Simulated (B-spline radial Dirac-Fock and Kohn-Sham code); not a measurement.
# Scattering functions of Rh¹⁰⁺

System: rhodium as Rh¹⁰⁺, configuration [Ar] 3d10 4s2 4p5.

Input file task.json (cfg lists n, l and occupation; rrms is the nuclear radius in fm):

```json
{"items": [{
  "Z": 45,
  "q": 10,
  "cfg": [[1, 0, 2], [2, 0, 2], [2, 1, 6], [3, 0, 2], [3, 1, 6], [3, 2, 10], [4, 0, 2], [4, 1, 5]],
  "A": 103,
  "rrms": 4.4945,
  "do": ["scatter"],
  "s": [0.0, 0.05, 0.1, 0.15, 0.2, 0.25, 0.3, 0.35, 0.4, 0.45, 0.5, 0.6, 0.7, 0.8, 0.9, 1.0, 1.1, 1.2, 1.4, 1.6, 1.8, 2.0, 2.5, 3.0, 3.5, 4.0, 5.0, 6.0],
  "pz": [0, 0.1, 0.13, 0.18, 0.24, 0.32, 0.43, 0.57, 0.76, 1.0, 1.4, 1.8, 2.4, 3.2, 4.3, 5.8, 7.7, 10.0, 14.0, 18.0, 25.0],
  "hv_scatter": [1000, 2000, 5000, 20000, 30000, 100000, 200000, 1000000]
}]}
```

Launch: `python xray_run.py task.json out`

Calculated with a radial atomic solver, using Dirac-Fock densities. f₀ is the Fourier transform of the spherical electron density, S the Waller-Hartree incoherent function, and s = sin θ/λ.

```csv
s (Å⁻¹),f₀,S
0,35.000,0.000
0.05,34.811,0.198
0.1,34.258,0.764
0.15,33.380,1.630
0.2,32.236,2.699
0.25,30.897,3.879
0.3,29.437,5.094
0.35,27.926,6.293
0.4,26.423,7.448
0.45,24.973,8.549
0.5,23.605,9.590
0.6,21.164,11.496
0.7,19.100,13.173
0.8,17.327,14.653
0.9,15.753,15.982
1,14.315,17.204
1.1,12.988,18.344
1.2,11.770,19.412
1.4,9.695,21.343
1.6,8.130,23.011
1.8,7.024,24.437
2,6.265,25.646
2.5,5.153,27.940
3,4.370,29.545
3.5,3.634,30.720
4,2.971,31.582
5,2.023,32.676
6,1.521,33.298
```

f₀ starts at the number of electrons, 35, and has fallen to half at s ≈ 0.79 Å⁻¹. The sum of ⟨r²⟩ over the electrons is 10.32 bohr².
